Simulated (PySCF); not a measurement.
This PySCF input asks for the NMR shieldings of `C=CN([SiH2][SiH3])[C@H](C)[SiH3]`, C4H15NSi3; the geometry comes from GFN2-xTB.

```python
import basis_set_exchange as bse
import numpy as np
from pyscf import gto, dft
from pyscf.prop import nmr

atoms = """
C     0.612499    2.268084    0.657520
C    -0.189545    1.210022    0.603237
N    -0.068786    0.143178   -0.255364
Si    1.339414   -0.056962   -1.257030
Si    3.256618   -0.153969    0.021725
C    -1.201863   -0.764661   -0.326067
C    -2.402296   -0.093923   -0.991843
Si   -1.634363   -1.552234    1.370208
H     1.436158    2.405896   -0.020707
H     0.455596    3.038641    1.389660
H    -1.025403    1.145436    1.290608
H     1.067006   -1.314637   -1.963858
H     1.353894    0.984911   -2.304817
H     4.366161    0.516444   -0.669264
H     3.175885    0.450916    1.355097
H     3.698960   -1.538346    0.232904
H    -0.893805   -1.585569   -0.980441
H    -2.770667    0.734858   -0.391034
H    -3.209311   -0.812619   -1.119955
H    -2.121955    0.295150   -1.971150
H    -2.569103   -0.716585    2.130107
H    -0.393829   -1.742725    2.122977
H    -2.286017   -2.834324    1.087565
"""
names = dict.fromkeys(["C", "N", "Si", "H"], "pcSseg-1")
basis = {el: gto.basis.parse(bse.get_basis(n, elements=[el], fmt="nwchem")) for el, n in names.items()}
mol = gto.M(atom=atoms, basis=basis, charge=0, verbose=0)
mf = dft.RKS(mol, xc="PBE0")
mf.grids.level = 2
mf.grids.alignment = dft.numint.BLKSIZE   # the property module wants whole blocks of grid points
mf.conv_tol = 1e-9
mf.kernel()

calc = nmr.RKS(mf)   # GIAO
C = mf.mo_coeff
Co = C[:, mf.mo_occ > 0]
resp = mf.gen_response(singlet=True, hermi=2)
def vind(x):   # induced exchange potential for any number of trial vectors
    d = np.einsum("pi,xij,qj->xpq", C, 2 * x.reshape(-1, C.shape[1], Co.shape[1]), Co, optimize=True)
    return np.einsum("xpq,pi,qj->xij", resp(d - d.transpose(0, 2, 1)), C, Co, optimize=True).ravel()
mo1, _ = nmr.rhf.solve_mo1(calc, with_cphf=vind)
sigma = calc.kernel(mo1)
for i, s in enumerate(sigma):   # ppm
    print("%2d %-2s %9.2f" % (i, mol.atom_pure_symbol(i), np.trace(s) / 3))
```

Task: What does it print?

Result: 
```
 0 C      93.56
 1 C      40.62
 2 N     188.74
 3 Si    394.60
 4 Si    479.04
 5 C     137.71
 6 C     163.88
 7 Si    410.46
 8 H      28.03
 9 H      27.42
10 H      25.36
11 H      26.91
12 H      26.38
13 H      28.45
14 H      27.82
15 H      28.43
16 H      28.61
17 H      30.36
18 H      30.69
19 H      30.24
20 H      27.64
21 H      27.87
22 H      27.82
```

These numbers come from an equivalent density-fitted implementation of the same equations, which agrees with the script to about 0.01 ppm for H and up to a few tenths of a ppm for heavy atoms, so last digits may differ.

Size and cost of the density-fitted run: 232 basis functions, 84 s wall time on 1 thread of an Arm Neoverse N1, shared host; peak memory 1.1 GiB.
